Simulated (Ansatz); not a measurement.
Consider the formal exchange of groups at a B–Si bond: `FB(CCl)[SiH2]S` + CH₄ → `CB(F)CCl` + `[SiH3]S`.

Calculated with Ansatz (gas phase, PBE0-D4/def2-TZVP geometries, no zero-point term in ΔE). CBS: MP2 limit from def2 TZ/QZ plus the TZ coupled-cluster correction, frozen cores. This one scheme is used for every species. Functionals use def2-TZVPP. B3LYP here is the variant with VWN-RPA as its local correlation; programs differ in this. One conformer a species, not always the lowest.

| level | ΔE (kcal/mol) | difference from CCSD(T)/CBS |
| --- | --- | --- |
| r2SCAN-D4 | -5.3 | 0.4 |
| PBE0-D4 | -4.6 | 1.1 |
| ωB97X-V | -6.0 | -0.3 |
| ωB97M-V | -6.6 | -0.9 |
| B2PLYP | -7.0 | -1.3 |
| r2SCAN | -5.7 | 0.0 |
| PBE0 | -5.9 | -0.2 |
| B3LYP | -7.4 | -1.7 |
| HF/def2-TZVPP | -10.8 | -5.1 |
| MP2/def2-TZVPP | -6.4 | -0.7 |
| SCS-MP2/def2-TZVPP | -7.1 | -1.4 |
| CCSD/def2-TZVPP | -7.1 | -1.4 |
| CCSD(T)/def2-TZVPP | -6.1 | -0.4 |
| SCS-MP2/def2-QZVPP | -7.0 | -1.3 |
| MP2/CBS(def2) | -6.0 | -0.3 |
| CCSD/CBS(def2) | -6.7 | -1.0 |
| CCSD(T)/CBS | -5.7 | 0 |

Largest T1 diagnostic among the species: 0.013.

The D4 term adds +2.3 kcal/mol with B3LYP and +1.4 kcal/mol with PBE0; it sums over pairs of atoms, weighted by their polarisabilities, and B3LYP, whose exchange is more repulsive, gets the larger term. In def2-TZVPP, CCSD(T) changes the Hartree–Fock value by +4.8 kcal/mol (the triples alone add +1.0 kcal/mol) and MP2 by +4.5 kcal/mol.
